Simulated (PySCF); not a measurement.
Gas-phase reaction: 2 TaCl5 + H2 + 2 NH2 = 2 TaCl4NH2 + 2 HCl

Method: PySCF energies plus ideal-gas RRHO corrections (1 bar). † marks an energy on the PBE0/def2-TZVP geometry and frequencies. MP2 and CCSD(T) freeze the core. Open shells (unrestricted): NH2 (multiplicity 2); the rest are closed-shell singlets. B3LYP is the form with VWN-RPA correlation. Ta: scalar-relativistic def2 core potential, no spin-orbit coupling. TaCl4NH2: computed as isolated molecules; such fragments, hydroxides, amides, oligomers or adducts are transient or little studied in the gas. MP2 isn't extrapolated to the basis-set limit; its ΔH°(298 K) is -447.1 kJ in def2-SVP and -451.9 kJ in def2-TZVPP. CCSD(T) isn't extrapolated to the basis-set limit. The harmonic model lacks anharmonicity and excited electronic states, which grow with temperature; levels with a mode under 35 cm⁻¹ are left out. Soft modes under 120 cm⁻¹ make the harmonic entropy rough for TaCl5, TaCl4NH2.

```json
[
 {"level": "B3LYP/def2-TZVP†", "ΔE electronic, kJ": "-430", "ΔH°(298 K), kJ": "-401", "ΔS°(298 K), J/K": "-136", "ΔG°(2000 K), kJ": "-134"},
 {"level": "CCSD(T)/def2-SVP†", "ΔE electronic, kJ": "-454", "ΔH°(298 K), kJ": "-425", "ΔS°(298 K), J/K": "-136", "ΔG°(2000 K), kJ": "-158"},
 {"level": "MP2/def2-SVP†", "ΔE electronic, kJ": "-476", "ΔH°(298 K), kJ": "-447", "ΔS°(298 K), J/K": "-136", "ΔG°(2000 K), kJ": "-180"},
 {"level": "MP2/def2-TZVPP†", "ΔE electronic, kJ": "-481", "ΔH°(298 K), kJ": "-452", "ΔS°(298 K), J/K": "-136", "ΔG°(2000 K), kJ": "-185"},
 {"level": "PBE0/def2-QZVP†", "ΔE electronic, kJ": "-445", "ΔH°(298 K), kJ": "-416", "ΔS°(298 K), J/K": "-136", "ΔG°(2000 K), kJ": "-149"},
 {"level": "PBE0/def2-SVP†", "ΔE electronic, kJ": "-457", "ΔH°(298 K), kJ": "-428", "ΔS°(298 K), J/K": "-136", "ΔG°(2000 K), kJ": "-161"},
 {"level": "r2SCAN/def2-TZVP†", "ΔE electronic, kJ": "-416", "ΔH°(298 K), kJ": "-387", "ΔS°(298 K), J/K": "-136", "ΔG°(2000 K), kJ": "-120"},
 {"level": "LDA/def2-TZVP†", "ΔE electronic, kJ": "-555", "ΔH°(298 K), kJ": "-526", "ΔS°(298 K), J/K": "-136", "ΔG°(2000 K), kJ": "-259"},
 {"level": "ωB97M-V/def2-TZVP†", "ΔE electronic, kJ": "-467", "ΔH°(298 K), kJ": "-438", "ΔS°(298 K), J/K": "-136", "ΔG°(2000 K), kJ": "-170"},
 {"level": "ωB97X-V/def2-TZVP†", "ΔE electronic, kJ": "-465", "ΔH°(298 K), kJ": "-436", "ΔS°(298 K), J/K": "-136", "ΔG°(2000 K), kJ": "-169"}
]
```
ΔH° is lowest at LDA/def2-TZVP† and highest at r2SCAN/def2-TZVP†. No reference value is set beside these.
